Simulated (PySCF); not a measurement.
SMILES [Si](C(C)C)(C)(C)F (C5H13FSi), singlet, GFN2-xTB optimised geometry.

```
20

C     -1.03     0.60     2.84
C     -1.50    -0.14     1.59
C     -1.20    -1.63     1.72
Si    -0.74     0.61     0.00
C     -1.46    -0.14    -1.58
C      1.16     0.61     0.00
F     -1.19     2.18     0.00
H     -1.24     1.66     2.76
H      0.04     0.47     2.99
H     -1.54     0.21     3.72
H     -2.59    -0.02     1.52
H     -1.68    -2.04     2.61
H     -0.13    -1.80     1.81
H     -1.57    -2.18     0.86
H     -1.14     0.42    -2.45
H     -2.55    -0.13    -1.56
H     -1.14    -1.17    -1.72
H      1.57    -0.39     0.03
H      1.55     1.15     0.86
H      1.55     1.10    -0.89
```

Density from PBE0/def2-SVP in PySCF 2.14.0 at that geometry.

Minimum of the electron density along straight lines between bonded atoms, close to the bond critical point (lines longer than 1.1 times the sum of covalent radii, or with two minima, are not listed):

| bond | length / Å | ρ at the minimum / e bohr⁻³ | ∇²ρ there / e bohr⁻⁵ | position (fraction from the first atom) |
|---|---|---|---|---|
| C1–C2 | 1.529 | 0.239 | -0.53 | 0.50 |
| C2–C3 | 1.529 | 0.239 | -0.53 | 0.50 |
| C2–Si4 | 1.913 | 0.114 | 0.29 | 0.62 |
| Si4–C5 | 1.897 | 0.113 | 0.32 | 0.38 |
| Si4–C6 | 1.898 | 0.113 | 0.32 | 0.38 |
| Si4–F7 | 1.633 | 0.112 | 0.97 | 0.42 |
| C1–H8 | 1.087 | 0.278 | -1.02 | 0.63 |
| C1–H9 | 1.088 | 0.276 | -1.00 | 0.62 |
| C1–H10 | 1.089 | 0.275 | -1.00 | 0.62 |
| C2–H11 | 1.096 | 0.270 | -0.94 | 0.62 |
| C3–H12 | 1.089 | 0.275 | -1.00 | 0.62 |
| C3–H13 | 1.088 | 0.276 | -1.00 | 0.62 |
| C3–H14 | 1.087 | 0.276 | -1.01 | 0.62 |
| C5–H15 | 1.086 | 0.271 | -0.97 | 0.62 |
| C5–H16 | 1.086 | 0.271 | -0.97 | 0.62 |
| C5–H17 | 1.085 | 0.271 | -0.96 | 0.62 |
| C6–H18 | 1.085 | 0.271 | -0.97 | 0.62 |
| C6–H19 | 1.086 | 0.271 | -0.97 | 0.63 |
| C6–H20 | 1.086 | 0.271 | -0.97 | 0.63 |
